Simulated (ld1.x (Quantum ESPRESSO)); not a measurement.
u(r) = r·R(r): atom against pseudo-atom (Ca (Z = 20))

Columns: radius, all-electron u(r) and pseudo u(r) of the 4s shell (level -3.77 eV) of calcium in the configuration [Ar] 3d0 4s2 4p0; PBE, scalar-relativistic, TM scheme, ld1.x (Quantum ESPRESSO) 7.5.

| r (bohr) | all-electron | pseudo |
| --- | --- | --- |
| 0.182 | -0.1155 | -0.0161 |
| 0.365 | -0.0747 | -0.0329 |
| 0.548 | 0.1077 | -0.0512 |
| 0.730 | 0.2209 | -0.0717 |
| 0.912 | 0.2371 | -0.0952 |
| 1.095 | 0.1819 | -0.1227 |
| 1.277 | 0.0888 | -0.1547 |
| 1.460 | -0.0186 | -0.1919 |
| 1.642 | -0.1241 | -0.2341 |
| 1.825 | -0.2206 | -0.2808 |
| 2.007 | -0.3036 | -0.3301 |
| 2.190 | -0.3730 | -0.3801 |
| 2.372 | -0.4285 | -0.4271 |
| 2.555 | -0.4719 | -0.4687 |
| 2.738 | -0.5045 | -0.5023 |
| 2.920 | -0.5275 | -0.5266 |
| 3.102 | -0.5423 | -0.5420 |
| 3.285 | -0.5496 | -0.5496 |
| 3.468 | -0.5503 | -0.5503 |
| 3.650 | -0.5455 | -0.5455 |
| 3.832 | -0.5360 | -0.5360 |
| 4.015 | -0.5226 | -0.5226 |
| 4.198 | -0.5060 | -0.5060 |
| 4.380 | -0.4872 | -0.4872 |
| 4.562 | -0.4665 | -0.4665 |
| 4.745 | -0.4446 | -0.4446 |

(1) How many radial nodes do the two functions have?

(2) At about which radius was the pseudo-wave matched?

(3) Is the pseudo-wave norm-conserving?

Results:

(1) The all-electron 4s function has n − l − 1 = 3 (the table is too coarse to show those close to the nucleus); the pseudo-wave has 0, since the states of the same l below it are removed with the core.

(2) 3.50 bohr. The columns agree to 0.0005 from 3.10 bohr on; several derivatives are matched, so the curves merge somewhat inside the radius.

(3) Yes: the TM scheme keeps the norm inside the radius equal to the all-electron one, which fixes the energy derivative of the logarithmic derivative at the level.
